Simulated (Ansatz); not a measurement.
CH$_{4}$Cl$_{2}$SSn (`C[S][SnH]([Cl])[Cl]`). Charge 0, multiplicity 1. Sn: def2 effective core potential.

```xyz
9

C     0.8444   -1.2664    0.5618
S    -0.2203   -1.2082   -0.9120
Sn   -0.9157    1.0438   -0.7720
Cl    0.9684    2.4007   -0.7340
Cl   -1.8877    1.3903    1.3083
H     0.2728   -1.0613    1.4658
H     1.2321   -2.2837    0.6070
H     1.6769   -0.5703    0.4708
H    -1.9710    1.5551   -1.9957
```

(1) What are the harmonic wavenumbers in cm⁻¹ at PBE0-D4/def2-TZVP (Ansatz, finite differences of forces, unscaled)? (Estimate.)

(2) Is this a minimum?

(3) Give the ideal-gas thermochemistry at 298.15 K and 1 bar (rigid rotor, harmonic oscillator; point group Cs, symmetry number 1).

(4) Rotational constants (cm⁻¹)?

Results:

(1) The calculation gave: 40, 93, 110, 116, 147, 200, 365, 373, 385, 543, 557, 717, 978, 986, 1350, 1465, 1476, 1988, 3070, 3165, 3169.

(2) Yes, all 21 modes are real.

(3) Zero-point energy 127.4 kJ/mol; H(298) − E = 152.6 kJ/mol; entropy 405.7 J/(mol·K), of which translation 177.1, rotation 124.1, vibration 104.4; G(298) − E = 31.6 kJ/mol. Modes under 100 cm⁻¹ are hindered rotations or soft bends, so the harmonic entropy is rough.

(4) 0.04897, 0.04038, 0.03067.
